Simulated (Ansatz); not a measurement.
C2H6Ge can be A, `C=[CH][GeH3]`, or B, `C[CH2][GeH]`.

Program: Ansatz. Geometries: PBE0-D4/def2-TZVP. ΔE: electronic, gas phase. CBS: MP2 limit from def2 TZ/QZ plus the TZ coupled-cluster correction, frozen cores. Functionals use def2-TZVPP. B3LYP here is the variant with VWN-RPA as its local correlation; programs differ in this. For Ge outer-core shells are correlated without core-valence functions, which leaves a few kJ/mol of doubt a bond. Scalar relativity is left out up to krypton.

Problem. Which is lower in electronic energy at CCSD(T)/CBS, and by how much? (An estimate is asked.)

Solution. The calculation gave: A, by 5.8 kcal/mol.

Problem. Give E(B) − E(A) in kcal/mol with BLYP-D4, MP2/def2-TZVPP, B3LYP-D4, B2PLYP, r2SCAN-D4, PBE0-D4, CCSD(T)/def2-SVP. (An estimate is asked.)

Solution. Ansatz gave: BLYP-D4 3.1, MP2/def2-TZVPP 8.5, B3LYP-D4 3.7, B2PLYP 6.0, r2SCAN-D4 6.9, PBE0-D4 3.6, CCSD(T)/def2-SVP 6.5. None reverses the order clearly.

Problem. Does the order hold for the free energy at 298.15 K (harmonic terms from PBE0-D4)? (Best estimate.)

Solution. Ansatz gave: Yes: G(B) − G(A) = +8.6 kcal/mol.

Largest T1 diagnostic: 0.012.

From r2SCAN to r2SCAN0 (25 % exact exchange), in def2-TZVPP and without D4, E(B) − E(A) moves by −1.0 kcal/mol. Leaving LDA and LC-ωPBE aside and taking each functional with its dispersion term where it has one, the values, not all of them listed here, spread over 5.6 kcal/mol, from revPBE-D4 to B97M-V. LDA lies +1.2 kcal/mol from PBE without D4.
